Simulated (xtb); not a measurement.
SiI4, SMILES [Si](I)(I)(I)I. All values are semi-empirical tight-binding results from xtb (GFN2-xTB unless named), good for trends rather than for accurate numbers. Coordinates come from a GFN2-xTB optimisation. The isomer is the one that the SMILES or the coordinates give; other isomers of the formula were not compared.

Estimate the properties. (The exact figures need the calculation; the answer reports its results.)


The point group as xtb finds it comes out as Td, the orbital gap is 4.41 eV and the zero-point energy is 2.6 kcal/mol. The G − E(el) at 298.15 K (modified RRHO) comes out as -21.0 kcal/mol and the static polarisability (D4 model) is 154.6 bohr³. The solvation energy, GFN2-xTB/ALPB(water) comes out as -5.2 kcal/mol and the solvation energy, GFN2-xTB/ALPB(ether) is -15.1 kcal/mol.
